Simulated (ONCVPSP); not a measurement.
# Transferability test, ONCV potential for lead (Pb)

Pb (Z = 82), optimised norm-conserving Vanderbilt (ONCV), made with ONCVPSP 4.0.1 (PBEsol, scalar-relativistic). Core [Kr] 4d10 4f14, reference 5s2 5p6 5d10 6s2 6p2. Waves: 5s+6s: rc 1.55 bohr, ncon 4, nbas 9, qcut 8.8 1/bohr, 2 projectors; 5p+6p: rc 1.35 bohr, ncon 4, nbas 7, qcut 12.3 1/bohr, 2 projectors; 5d: rc 1.30 bohr, ncon 5, nbas 9, qcut 8.5 1/bohr, 3 projectors, debl 3.7 Ha. Local part: polynomial inside 1.00 bohr (lpopt 5, dvloc0 0 Ha). Core correction: Teter function, fcfact 3.5, rcfact 1.25.

Energies are relative to the spin-unpolarised reference configuration 5s2 5p6 5d10 6s2 6p2; without spin polarisation the order of configurations can differ from experiment.

| valence configuration | charge | ΔE all-electron (eV) | error AE − PS (meV) |
| --- | --- | --- | --- |
| 5s2 5p6 5d10 6s2 6p0 | +2 | 20.046 | -8.6 |
| 5s2 5p6 5d10 6s1 6p0 | +3 | 52.526 | -25 |

Q: What are ΔE and the potential's error for 5s2 5p6 5d10 6s0 6p4?

A: ΔE = 17.906 eV all-electron; the error (AE − PS) is -14 meV.

Q: What are ΔE and the potential's error for 5s2 5p6 5d10 6s2 6p1?

A: ΔE = 6.598 eV all-electron; the error (AE − PS) is -2.6 meV.

Note: no bound ghost flagged; GHOST(+) flagged for s at 94.9 eV.
